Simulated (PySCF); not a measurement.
O2S2.

```xyz
4

S      0.0000     0.0000    -0.3915
S      0.0000     0.0000     1.5176
O      0.0000     1.2611    -1.1261
O      0.0000    -1.2611    -1.1261
```

Geometry: B3LYP-D3(BJ)/def2-SVP.

The numbers are results of HF/pcSseg-2 (PySCF), not measurements. Non-relativistic, no solvent.

Computed absolute GIAO shielding of each atom: isotropic value and principal components (ppm):
| atom | σ(iso) | σ11 | σ22 | σ33 | span |
|---|---|---|---|---|---|
| S1 | -201.3 | -423.4 | -113.8 | -66.6 | 356.8 |
| S2 | 124.5 | -38.8 | 13.7 | 398.8 | 437.6 |
| O3 | -152.9 | -439.5 | -28.0 | 8.8 | 448.4 |
| O4 | -152.9 | -439.5 | -28.0 | 8.8 | 448.4 |
